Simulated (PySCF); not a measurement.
SMILES FCO[C@@H]1CC=CO1, C5H7FO2

Molfile (atoms numbered from 1):
```
C5H7FO2
     RDKit          3D

 15 15  0  0  0  0  0  0  0  0999 V2000
   -3.0597   -0.6082   -0.3071 F   0  0  0  0  0  0  0  0  0  0  0  0
   -2.2348    0.2017    0.4420 C   0  0  0  0  0  0  0  0  0  0  0  0
   -0.9865   -0.3523    0.5600 O   0  0  0  0  0  0  0  0  0  0  0  0
   -0.1984   -0.3036   -0.6156 C   0  0  2  0  0  0  0  0  0  0  0  0
    1.1282   -1.0236   -0.3239 C   0  0  0  0  0  0  0  0  0  0  0  0
    2.0945    0.1255   -0.3231 C   0  0  0  0  0  0  0  0  0  0  0  0
    1.4465    1.2281   -0.6623 C   0  0  0  0  0  0  0  0  0  0  0  0
    0.1168    1.0392   -0.9333 O   0  0  0  0  0  0  0  0  0  0  0  0
   -2.6692    0.2618    1.4450 H   0  0  0  0  0  0  0  0  0  0  0  0
   -2.2246    1.1795   -0.0610 H   0  0  0  0  0  0  0  0  0  0  0  0
   -0.7679   -0.7270   -1.4538 H   0  0  0  0  0  0  0  0  0  0  0  0
    1.0609   -1.5169    0.6459 H   0  0  0  0  0  0  0  0  0  0  0  0
    1.3699   -1.7668   -1.0844 H   0  0  0  0  0  0  0  0  0  0  0  0
    3.1320    0.0308   -0.0782 H   0  0  0  0  0  0  0  0  0  0  0  0
    1.7879    2.2397   -0.7779 H   0  0  0  0  0  0  0  0  0  0  0  0
  1  2  1  0
  2  3  1  0
  3  4  1  0
  4  5  1  0
  5  6  1  0
  6  7  2  0
  7  8  1  0
  8  4  1  0
  2  9  1  0
  2 10  1  0
  4 11  1  6
  5 12  1  0
  5 13  1  0
  6 14  1  0
  7 15  1  0
M  END
```

Theory: PySCF, TDDFT PBE0/aug-cc-pVDZ excited states, vertical, gas phase. Geometry: GFN2-xTB.

States above about 6.6 eV lie in this functional's continuum (it starts at minus the energy of the highest occupied orbital, well below the true ionisation energy for most functionals) and depend on the basis.

Give the one- and two-photon strengths of the lowest singlets.

δ for parallel linear polarisation; σ at the peak of a Lorentzian of half width 0.1 eV, single beam; Ω is circular over linear.
```tsv
state	E (eV)	f	photon λ (nm)	δ (au)	σ (GM)	Ω	main
S1	5.60	0.008	443	78.9	0.91	1.48	HOMO→LUMO 0.96
S2	6.10	0.028	406	31.9	0.43	1.08	HOMO→LUMO+1 0.80, HOMO→LUMO+3 0.09
S3	6.23	0.003	398	19	0.27	1.50	HOMO→LUMO+2 0.67, HOMO→LUMO+3 0.23
S4	6.32	0.013	392	28.9	0.42	1.15	HOMO→LUMO+3 0.57, HOMO→LUMO+2 0.22
S5	6.52	0.129	380	58.6	0.91	1.04	HOMO→LUMO+4 0.75, HOMO→LUMO+1 0.09
```
